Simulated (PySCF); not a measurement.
Exercise with solution: dipole moment from atomic charges

BH₅OP₂, SMILES PB(P)O. Atoms are numbered in the order given.

```xyz
9

B      0.4331     0.0319    -0.0204
O      1.7968     0.0971    -0.0375
H      2.1616     0.5016    -0.8462
P     -0.3749    -0.9187     1.4600
H     -1.5081    -0.0490     1.6160
H      0.4037    -0.3211     2.5102
P     -0.6908     0.8370    -1.3871
H     -1.6609    -0.2206    -1.4362
H      0.0490     0.3775    -2.5362
```

Geometry optimised at PBE-D3(BJ)/def2-SVP. The values are those of a single conformer.

Charges (e) from HF/def2-TZVP (PySCF):

| atom | IAO | Mulliken |
|---|---|---|
| B1 | 0.149 | 0.238 |
| O2 | -0.584 | -0.506 |
| H3 | 0.373 | 0.352 |
| P4 | 0.144 | -0.125 |
| H5 | -0.059 | 0.036 |
| H6 | -0.044 | 0.049 |
| P7 | 0.124 | -0.128 |
| H8 | -0.045 | 0.053 |
| H9 | -0.060 | 0.032 |

The dipole moment of the full density is 1.68 D.

Problem. What dipole moment does each set of point charges give, and which comes closer to that of the density?

Solution. 
μ = Σ q r, and 1 e Å = 4.8032 D.
IAO: Σ q r = (-0.175, 0.111, -0.248) e Å, |μ| = 1.55 D.
Mulliken: Σ q r = (-0.031, 0.126, -0.265) e Å, |μ| = 1.42 D.
IAO comes closer in size. Point charges leave out the atoms' own dipoles (lone pairs, polarised bonds); fits to the potential absorb them, partitions of the density don't.
